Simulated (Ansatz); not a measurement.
Basis-set extrapolation for `O[SiH](F)S[SiH2]Cl` (PBE0-D4/def2-TZVP geometry, frozen core, the Gaussian-basis code of Ansatz). Multiplicity 1, RHF reference.

|  | def2-TZVPP | def2-QZVPP |
| --- | --- | --- |
| HF | -1611.900008 | -1611.950977 |
| MP2 correlation | -1.089258 | -1.189428 |
| CCSD(T) correlation | -1.185297 | not run |

Energies in hartree. Use E(X) = E(∞) + A·exp(−7.88·√X) for Hartree–Fock and E(X) = E(∞) + B·X^(−2.97) for correlation, with X = 3 and 4, and add CCSD(T) minus MP2 of the smaller set to the MP2 limit.

Q: What is the CCSD(T) energy at the basis-set limit?

A: HF limit: -1611.950977 + (-0.050969) × 0.13774 = -1611.95800. MP2 limit: -1.189428 + (-0.100170) × 0.74074 = -1.26363. Higher-order term: -1.185297 − (-1.089258) = -0.09604. Total: -1613.31767 hartree, 610.1 kJ/mol below CCSD(T)/def2-TZVPP.
